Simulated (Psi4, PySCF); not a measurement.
The PySCF input:
```python
from pyscf import gto, scf, dft

mol = gto.Mole()
mol.atom = '''
    Mo    0.00000000   -0.00000000    0.00000000
    O     1.39196717   -0.30250817   -0.96057373
    O     0.47788879    0.29669542    1.62338530
    O    -0.83104508    1.37333660   -0.61245111
    O    -1.03881088   -1.36752385   -0.05036046
'''
mol.basis = 'def2-svp'
mol.ecp = {'Mo': 'def2-svp'}
mol.charge = -2
mol.verbose = 4
mol.build()

mf = dft.RKS(mol)
mf.xc = 'wb97x_v'
mf.grids.atom_grid = (99, 590)
mf.grids.prune = None
mf.kernel()
```

**Question.** Give the equivalent Psi4 input.

**Answer.** This is not unique; one that fits is 
```
memory 2 GB

molecule mol {
-2 1
  Mo    0.000000   -0.000000    0.000000
  O     1.391967   -0.302508   -0.960574
  O     0.477889    0.296695    1.623385
  O    -0.831045    1.373337   -0.612451
  O    -1.038811   -1.367524   -0.050360
}

set basis def2-svp
set reference rks
set scf_type pk
set puream true
set d_convergence 1e-8
set dft_radial_points 99
set dft_spherical_points 590

energy('wb97x-v')
print_variables()
```

Both were run: PySCF gave -368.791506 Eh and Psi4 -368.791503 Eh, 0.003 mEh apart.
